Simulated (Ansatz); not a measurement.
InCl₂F. Charge 0, multiplicity 1. Geometry r2SCAN-D4/def2-SVP, basis def2-TZVP, Ansatz.

| atom | x (Å) | y (Å) | z (Å) |
| --- | --- | --- | --- |
| In1 | -0.006 | -0.010 | 0.065 |
| Cl2 | -1.899 | -0.224 | -1.257 |
| Cl3 | 2.079 | 0.542 | -0.787 |
| F4 | -0.174 | -0.308 | 1.978 |

| run | HOMO (eV) | LUMO (eV) |
| --- | --- | --- |
| A | -8.10 | -4.00 |
| B | -9.20 | -3.63 |
| C | -10.99 | -2.31 |
| D | -8.00 | -4.10 |
| E | -12.93 | 0.21 |
| F | -8.54 | -3.95 |

In the def2 sets In takes a core potential; there is no spin–orbit coupling. HSE06 is defined as in plane-wave codes, on full-range PBE exchange.

Task: The runs used BLYP, CAM-B3LYP, HF, HSE06, r2SCAN, revPBE. Estimate which is which.

Result: A revPBE (0 % exact exchange); B HSE06 (range-separated); C CAM-B3LYP (range-separated); D BLYP (0 % exact exchange); E HF (100 % exact exchange); F r2SCAN (0 % exact exchange). Exact exchange lowers occupied and raises empty levels; among semilocal functionals meta-GGAs tend to open the gap a little, and such runs are hard to tell apart. The gap grows from 3.90 eV (BLYP) to 13.13 eV (HF).
